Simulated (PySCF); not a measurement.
Stationary points of HfOF

Computed with PBE0/[Hf def2-TZVP with ECP60, O def2-TZVP, F def2-TZVP], scalar-relativistic core potentials, density fitting, no spin–orbit coupling, PySCF.

Relaxations began from a few typed shapes; open shells are unrestricted. The search is not exhaustive: other isomers or separated fragments can lie lower, and high-lying points may rest on an excited occupation.

Problem. Order these stationary points by electronic energy, lowest first, in kJ/mol from the lowest minimum.
A. doublet Cs: Hf–F 1.908 Å, Hf–O 1.742 Å; F–Hf–O 109.2°
B. doublet C∞v: Hf–F 2.018 Å, Hf–O 1.776 Å; F–Hf–O 180.0°

Solution. A (0.0), B (110.1).

Problem. Which of them are minima?

Solution. By energy in kJ/mol, 0.0: minimum; 110.1: saddle point, 2 imaginary modes.

Formally Hf is in oxidation state +3, d1, with 1 unpaired electron. The Mulliken spin on Hf is 1.08. The polar-tensor charge on Hf, 1.49, is far below the formal one.

For the lowest minimum: with open d or f shells other occupations or spin states may lie lower. Spin–orbit coupling, left out here, can matter for elements this heavy.
